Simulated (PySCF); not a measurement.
# Continuum solvent and chemical shifts

Geometry:
```tsv
atom	x (Å)	y (Å)	z (Å)
C1	2.709	-0.957	-0.236
S2	1.979	0.316	-1.278
C3	0.349	0.414	-0.620
N4	0.047	-0.368	0.401
C5	-1.159	-0.363	0.965
C6	-2.231	0.435	0.581
C7	-2.124	1.333	-0.479
P8	-0.709	1.587	-1.441
H9	2.718	-0.642	0.815
H10	3.736	-1.089	-0.602
H11	2.151	-1.898	-0.325
H12	-1.286	-1.059	1.804
H13	-3.173	0.346	1.129
H14	-3.001	1.936	-0.739
```

GIAO PBE0/pcSseg-1 in PySCF on one PBE0-D3(BJ)/def2-SVP conformer, non-relativistic, equivalent nuclei averaged. Solvents enter as an IEF-PCM continuum (benzene with ε = 2.3, chloroform with ε = 4.7) around the gas-phase geometry. Shifts are referred to TMS, CS2 computed in the same medium.

Gas phase, δ in ppm: C3 207.4, C7 175.7, C5 151.5, C6 123.2, C1 17.9, S2 97.8, H14 9.10, H12 8.57, H13 6.97, H9/H10/H11 2.43. Dipole moment 2.07 D.

**Question.** How does each δ change in the continuum?

**Answer.** 
```tsv
atoms	environment	Δδ, benzene	Δδ, chloroform
C3	aromatic carbon bearing sulfur	+0.1	+0.2
C7	aromatic CH	+1.4	+2.4
C5	aromatic CH next to a ring nitrogen	+1.2	+1.9
C6	aromatic CH	+1.3	+2.2
C1	methyl carbon bonded to S	+0.2	+0.3
S2	sulfide sulfur	-4.8	-7.8
H14	hydrogen on an aromatic CH	+0.16	+0.26
H12	hydrogen on an aromatic CH next to a ring nitrogen	+0.10	+0.16
H13	hydrogen on an aromatic CH	+0.19	+0.31
H9/H10/H11	hydrogen on a methyl carbon bonded to S	+0.06	+0.10
```

Changes are relative to the gas phase. The dipole moment becomes 2.43 D in benzene, 2.67 D in chloroform.

**Question.** Which of the listed nuclei move most (in ppm), and what does the model miss? (N and O are left out, as their reference compounds move with the solvent too.)

**Answer.** S2 (sulfide sulfur, -7.8 ppm) in chloroform. A continuum only polarises the solute; specific hydrogen bonds, the anisotropy of aromatic solvents and changes of geometry or conformer are outside it.
